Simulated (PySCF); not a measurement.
Sc (scandium, neutral): UHF calculation

Configuration: [Ar] 3d1 4s2, 2D determinant. Computed with PySCF 2.14 in aug-cc-pVDZ-DK, with scalar relativity by spin-free X2C-1e.

| Quantity | Value |
| --- | --- |
| Total energy | -763.283460 hartree |
| One-electron energy | -1044.8000 hartree |
| Hartree (Coulomb) energy | 319.8392 hartree |
| Exchange energy | -38.3226 hartree |
| ⟨S²⟩ | 0.7620 |
| ⟨L²⟩ | 6.052 |
| Sum of ⟨r⟩ | 21.41 bohr |
| Sum of ⟨r²⟩ | 52.74 bohr² |
| Traceless quadrupole moment −½Σ⟨3z² − r²⟩ along its main axis | 0.210 e·bohr² |
| Langevin diamagnetic susceptibility | -41.8 ×10⁻⁶ cm³/mol |
| Time after the integrals | 0.41 s of wall time on 1 thread of Intel(R) Xeon(R) CPU @ 2.60GHz (shared host) |

```
shell  electrons  mean orbital energy (hartree)  spread (hartree)  rms radius, mean of both spins (bohr)
 1s α          1                     -166.82923                 0                                 0.0844
 1s β          1                     -166.82915                 0                                 0.0844
 2s α          1                      -19.27482                 0                                  0.370
 2s β          1                      -19.26218                 0                                  0.370
 2p α          3                      -15.69891           0.00286                                  0.340
 2p β          3                      -15.68617           0.01814                                  0.340
 3s α          1                       -2.62079                 0                                   1.15
 3s β          1                       -2.56665                 0                                   1.15
 3p α          3                       -1.61091           0.03596                                   1.27
 3p β          3                       -1.54292           0.05311                                   1.27
 3d α          1                       -0.34374                 0                                   1.92
 4s α          1                       -0.21779                 0                                   4.22
 4s β          1                       -0.20582                 0                                   4.22
```

Densities and radii are taken from the X2C orbitals without a picture-change correction, which distorts them close to the nucleus.
